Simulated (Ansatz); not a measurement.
Mulliken charges of `NCBF` from r2SCAN/def2-TZVPP in Ansatz (PBE0-D4/def2-TZVP geometry).

```tsv
atom	x (Å)	y (Å)	z (Å)	charge (e)
N1	-0.619	0.708	-0.944	-0.376
C2	0.263	-0.282	-0.360	-0.015
B3	0.060	-0.544	1.159	0.307
F4	-0.703	0.267	1.878	-0.259
H5	-0.275	1.048	-1.831	0.134
H6	-0.743	1.501	-0.330	0.143
H7	1.347	-0.059	-0.453	0.049
H8	0.151	-1.246	-0.877	0.056
H9	0.607	-1.439	1.741	-0.039
```

Task: By hand: the dipole of these point charges (1 e Å = 4.8032 D).

Result: Σ q r = (0.337, -0.160, -0.202) e Å, of length 0.424 e Å = 2.04 D.

Task: How does the dipole of the full density compare? (Estimate.)

Result: Ansatz gave: (0.308, 0.071, -0.195) e Å, 1.78 D; the point charges give 1.15 times that, at 33° from its direction.

Point charges leave out the atoms' own dipoles, such as those of lone pairs, and Mulliken's split depends on the basis, so the two needn't agree.
